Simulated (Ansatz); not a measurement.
`CSS[SiH2][SiH3]` + `[SiH3][AlH][SH]` → `[SiH3][AlH][S][SiH3]` + `CSS[SiH3]`  (cleavage of the Si–Si bond)

Program: Ansatz. Geometries: PBE0-D4/def2-TZVP. ΔE: electronic, gas phase. CCSD(T)/CBS is the MP2 limit (def2-TZVPP, def2-QZVPP) plus CCSD(T) − MP2 in def2-TZVPP, frozen cores. Functionals use def2-TZVPP. B3LYP here is the variant with VWN-RPA as its local correlation; programs differ in this. Each species was taken in one conformer, which may not be the lowest.

`CSS[SiH2][SiH3]`:

```xyz
13

C     1.058    2.517   -0.165
S     0.376    1.301   -1.303
S    -1.490    0.966   -0.503
Si   -0.931   -0.637    0.818
Si   -0.265   -2.522   -0.394
H     2.058    2.750   -0.540
H     0.454    3.424   -0.161
H     1.139    2.109    0.842
H     0.142   -0.161    1.735
H    -2.145   -0.938    1.629
H     0.859   -2.196   -1.307
H    -1.420   -3.014   -1.191
H     0.166   -3.599    0.540
```

`[SiH3][AlH][SH]`:

Cartesian coordinates in Å:
```
Si 1.186 -0.704 0.727
Al -0.510 0.252 -0.755
S -2.106 1.403 0.195
H 0.890 -0.429 2.160
H 2.532 -0.140 0.420
H 1.276 -2.181 0.550
H -0.543 0.108 -2.333
H -2.725 1.691 -0.963
```

`[SiH3][AlH][S][SiH3]`:

```xyz
11

Si   -0.687    1.534    0.855
Al    0.574    1.130   -1.210
S     1.175   -0.892   -1.783
Si    0.353   -2.016   -0.161
H    -0.171    0.718    1.989
H    -0.613    2.969    1.251
H    -2.125    1.189    0.667
H     1.016    2.254   -2.233
H    -1.003   -1.524    0.196
H     0.261   -3.427   -0.611
H     1.221   -1.937    1.040
```

`CSS[SiH3]`:

```xyz
10

C    -1.576    1.064    0.312
S     0.143    1.579    0.173
S     0.804    0.437   -1.409
Si    1.484   -1.215   -0.228
H    -2.123    1.289   -0.603
H    -1.996    1.643    1.137
H    -1.649    0.002    0.546
H     0.361   -1.755    0.579
H     2.584   -0.790    0.671
H     1.967   -2.253   -1.176
```

| level | ΔE (kJ/mol) |
| --- | --- |
| ωB97M-V | -61.0 |
| r2SCAN | -54.4 |
| B3LYP | -50.6 |
| CCSD/def2-TZVPP | -55.9 |
| MP2/def2-QZVPP | -66.9 |
| SCS-MP2/def2-QZVPP | -65.6 |
| HF/CBS(def2) | -64.0 |
| MP2/CBS(def2) | -67.6 |

Task: What does CCSD(T)/CBS give? (An estimate is asked.)

Result: Computed: -58.1 kJ/mol. The listed levels differ from it by -2.9, 3.7, 7.5, 2.2, -8.8, -7.5, -5.9, -9.5 kJ/mol.

Largest T1 diagnostic among the species: 0.013.

From PBE to PBE0 (25 % exact exchange), in def2-TZVPP and without D4, ΔE moves by −5.5 kJ/mol.
